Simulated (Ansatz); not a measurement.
One change: `[GeH3][SiH2][SiH2][SiH2][GeH3]` becomes `[SiH3][SiH2][SiH2][SiH2][GeH3]`.

Ansatz, PBE0-D4/def2-TZVP geometries, multiplicity 1. Each molecule was computed in one conformer, which needn't be the lowest.

Scalar relativity is left out up to krypton.

```
                                      property  `[GeH3][SiH2][SiH2][SiH2][GeH3]`
             HOMO energy (PBE/def2-TZVPP) / eV                             -6.86
             LUMO energy (PBE/def2-TZVPP) / eV                             -1.20
          HOMO–LUMO gap (PBE0/def2-TZVPP) / eV                              7.47
       HOMO–LUMO gap (ωB97M-V/def2-TZVPP) / eV                             11.11
         HOMO–LUMO gap (B3LYP/def2-TZVPP) / eV                              7.10
size of the dipole moment (PBE/def2-TZVPP) / D                              0.17
```

(1) Give the same properties after the change, and the shifts. (Best estimate.)

## Answers

(1) Ansatz gave: 
```json
{"property": "HOMO energy (PBE/def2-TZVPP) / eV", "`[SiH3][SiH2][SiH2][SiH2][GeH3]`": "-6.86", "shift": "0.00"}
{"property": "LUMO energy (PBE/def2-TZVPP) / eV", "`[SiH3][SiH2][SiH2][SiH2][GeH3]`": "-1.23", "shift": "-0.03"}
{"property": "HOMO–LUMO gap (PBE0/def2-TZVPP) / eV", "`[SiH3][SiH2][SiH2][SiH2][GeH3]`": "7.45", "shift": "-0.02"}
{"property": "HOMO–LUMO gap (ωB97M-V/def2-TZVPP) / eV", "`[SiH3][SiH2][SiH2][SiH2][GeH3]`": "11.08", "shift": "-0.03"}
{"property": "HOMO–LUMO gap (B3LYP/def2-TZVPP) / eV", "`[SiH3][SiH2][SiH2][SiH2][GeH3]`": "7.09", "shift": "-0.01"}
{"property": "size of the dipole moment (PBE/def2-TZVPP) / D", "`[SiH3][SiH2][SiH2][SiH2][GeH3]`": "0.14", "shift": "-0.03"}
```

Dipoles are sizes alone; their direction can turn.

B3LYP here is the variant with VWN-RPA as its local correlation; programs differ in this.
